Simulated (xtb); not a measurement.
Si(F)2(NMe2)(nBu) (C6H15F2NSi), SMILES CCCC[Si](F)(F)N(C)C. All values are semi-empirical tight-binding results from xtb (GFN2-xTB unless named), good for trends rather than for accurate numbers. The structure is a stationary point at GFN2-xTB. Other conformers were not sampled.

Computed properties:
```yaml
orbital_gap: 6.07 eV
dipole_moment: 3.08 D
zero_point_energy: 130.8 kcal/mol
G − E(el) at 298.15 K (modified RRHO): 104.9 kcal/mol
static polarisability (D4 model): 117.1 bohr³
solvation energy, GFN2-xTB/ALPB(water): -1.9 kcal/mol
solvation energy, GFN2-xTB/ALPB(dmf): -8.6 kcal/mol
```
